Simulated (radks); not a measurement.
Neutral oxygen, configuration [He] 2s1 2p4 3p1 (not the ground configuration). All-electron calculation, Dirac Kohn-Sham, PBE, spin-unpolarised, spherical densities, point nucleus; open shells fill j = l - 1/2 first. Program: a radial shooting solver on a logarithmic mesh with Libxc functionals.

Spin-orbit splittings of the eigenvalues, e(l+1/2) - e(l-1/2), with zeta = 2 splitting/(2l+1) and mean radii in bohr:

| shell | occ. | splitting (eV) | zeta (eV) | <r> j=l-1/2 | <r> j=l+1/2 |
|---|---|---|---|---|---|
| 2p | 4 | 0.04351 | 0.02901 | 1.117 | 1.118 |
| 3p | 1 | ? | ? | 6.392 | 6.395 |

Estimate the 3p splitting.

Answer. 0.001332 eV (zeta = 0.0008881 eV).
